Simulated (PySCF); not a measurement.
Stationary points of ClTaN

All numbers come from PBE0 in PySCF with Ta def2-TZVP with ECP60, N def2-TZVP, Cl def2-TZVP; scalar-relativistic core potentials, no spin–orbit coupling; density-fitted integrals.

Relaxations began from a few typed shapes; open shells are unrestricted. The search is not exhaustive: other isomers or separated fragments can lie lower, and high-lying points may rest on an excited occupation.

```csv
spin,group,bonds,angles,imaginary modes (cm⁻¹),ΔE (kJ/mol),ΔE with ZPE (kJ/mol)
doublet,Cs,"Ta–Cl 2.289 Å, Ta–N 1.681 Å",Cl–Ta–N 105.6°,none,0.0,0.0
doublet (⟨S²⟩ 1.27),C∞v,"Ta–Cl 2.412 Å, Ta–N 1.702 Å",Cl–Ta–N 180.0°,"118i, 118i",129.9,–
```

The lowest minimum found is the doublet Cs: Ta–Cl 2.289 Å, Ta–N 1.681 Å; Cl–Ta–N 105.6°.

Formally Ta is in oxidation state +4, d1, with 1 unpaired electron. The Mulliken spin on Ta is 1.19. The polar-tensor charge on Ta, 1.22, is far below the formal one.

For the lowest minimum: with open d or f shells other occupations or spin states may lie lower. Spin–orbit coupling, left out here, can matter for elements this heavy.
